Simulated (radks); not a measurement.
Valence configurations of C2+ (all share [He]). All-electron calculation, Dirac Kohn-Sham, PBE, spin-unpolarised, spherical densities, finite nucleus; open shells fill j = l - 1/2 first; Fermi nuclear charge, rms radius 2.4702 fm. Program: a radial shooting solver on a logarithmic mesh with Libxc functionals. Energies are relative to 2s2; eigenvalues in eV.

| valence | E (eV) | e(2p1/2) | e(2s1/2) |
|---|---|---|---|
| 2s2 | 0.000 | - | -40.378 |
| 2s1 2p1 | 8.614 | -31.403 | -40.026 |
| 2s1.5 2p0.5 | 4.304 | -31.586 | -40.200 |
| 2p2 | 17.245 | -31.059 | - |
| 2s0.5 2p1.5 | 12.927 | -31.228 | -39.858 |

NIST lists [He] 2s2 as the ground configuration; this level of theory agrees among the configurations tried. The energies are those of spherical spin-averaged densities, not of single terms.
